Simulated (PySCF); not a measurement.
Job file and geometry (Å, from GFN2-xTB) of an NMR shielding run on SMILES [N+](C)(C)(C)[BH-](C#N)C#N, C5H10BN3, PySCF 2.14.0, density-fitted response routines, GIAO PBE0/pcSseg-1 NMR shielding, non-relativistic, gas phase; density fitting, a coarse starting grid and PySCF grid level 2 are the driver's defaults:

```
$ OMP_NUM_THREADS=1 python probes_run.py task.json out

{"job": {"kind": "nmr", "xc": "PBE0", "basis": "pcSseg-1"}, "charge": 0, "multiplicity": 1}
C      0.251495    -1.479446    -0.721935
N      0.284390    -0.148706    -0.112310
C      1.364940     0.636956    -0.711306
C      0.522030    -0.281053     1.327952
B     -1.153278     0.609028    -0.369173
C     -2.248886    -0.257198     0.309479
N     -3.036324    -0.928287     0.807765
C     -1.063511     1.996255     0.322774
N     -0.958678     3.020436     0.831449
H      1.198451    -2.000827    -0.563215
H      0.069292    -1.390664    -1.791290
H     -0.556515    -2.063257    -0.283860
H      2.330475     0.151267    -0.551150
H      1.193619     0.743822    -1.780832
H      1.385520     1.630509    -0.266205
H     -0.283849    -0.856517     1.780988
H      1.473378    -0.782667     1.519581
H      0.538462     0.705466     1.788720
H     -1.320815     0.704133    -1.544892
```

Q: What does the program print?

A: 
```
coarse grid: 15904 points
cycle   1  E = -385.0353911781  dE =  1.038e+00  |g| = 5.452e-01  |ddm| = 3.761e+00
cycle   2  E = -384.8585433629  dE =  1.768e-01  |g| = 1.088e+00  |ddm| = 1.211e+00
cycle   3  E = -385.1023389133  dE = -2.438e-01  |g| = 1.788e-01  |ddm| = 7.407e-01
cycle   4  E = -385.1089810432  dE = -6.642e-03  |g| = 6.987e-02  |ddm| = 1.655e-01
cycle   5  E = -385.1098956218  dE = -9.146e-04  |g| = 2.000e-02  |ddm| = 4.695e-02
cycle   6  E = -385.1099836534  dE = -8.803e-05  |g| = 2.332e-03  |ddm| = 1.787e-02
cycle   7  E = -385.1099848656  dE = -1.212e-06  |g| = 8.404e-04  |ddm| = 2.889e-03
final grid: 153944 points
cycle   8  E = -385.1586449101  dE = -7.702e-05  |g| = 9.255e-03  |ddm| = 4.752e-02
cycle   9  E = -385.1586447537  dE =  1.563e-07  |g| = 9.431e-03  |ddm| = 1.552e-02
cycle  10  E = -385.1586657984  dE = -2.104e-05  |g| = 1.768e-03  |ddm| = 7.439e-03
cycle  11  E = -385.1586663973  dE = -5.989e-07  |g| = 7.086e-04  |ddm| = 1.428e-03
cycle  12  E = -385.1586665005  dE = -1.032e-07  |g| = 1.710e-04  |ddm| = 5.354e-04
cycle  13  E = -385.1586665060  dE = -5.530e-09  |g| = 6.287e-05  |ddm| = 1.464e-04
cycle  14  E = -385.1586665068  dE = -7.449e-10  |g| = 1.282e-05  |ddm| = 4.697e-05
converged SCF energy = -385.1586665068

GIAO shielding tensors (ppm)
atom      isotropic    diamagn.    paramagn.     s11        s22        s33       span
  0 C      135.975     249.782    -113.808    110.018    113.572    184.334     74.316
  1 N      215.281     321.633    -106.353    204.789    219.437    221.616     16.827
  2 C      135.965     249.781    -113.816    109.984    113.581    184.330     74.346
  3 C      137.158     251.917    -114.759    112.831    114.935    183.708     70.878
  4 B      124.521     186.745     -62.224    109.648    115.581    148.334     38.686
  5 C       55.284     263.124    -207.840    -64.241    -59.995    290.089    354.329
  6 N      -72.447     339.135    -411.582   -259.735   -239.326    281.720    541.454
  7 C       55.279     263.131    -207.852    -64.251    -59.995    290.084    354.334
  8 N      -72.438     339.135    -411.573   -259.723   -239.302    281.713    541.436
  9 H       29.467      31.210      -1.743     25.723     26.724     35.955     10.232
 10 H       29.125      30.744      -1.619     25.358     26.193     35.824     10.467
 11 H       28.188      31.700      -3.512     23.392     27.550     33.624     10.232
 12 H       29.467      31.209      -1.742     25.722     26.724     35.954     10.231
 13 H       29.125      30.742      -1.617     25.358     26.193     35.824     10.466
 14 H       28.187      31.695      -3.508     23.388     27.551     33.622     10.234
 15 H       28.239      32.776      -4.538     23.819     27.349     33.549      9.730
 16 H       29.642      32.146      -2.505     25.911     27.139     35.876      9.965
 17 H       28.237      32.780      -4.542     23.815     27.351     33.546      9.731
 18 H       29.335      29.453      -0.119     27.509     27.989     32.506      4.997
```

Size and cost of the density-fitted run: 203 basis functions, 80 s wall time on 1 thread of an Arm Neoverse N1, shared host; peak memory 0.83 GiB.
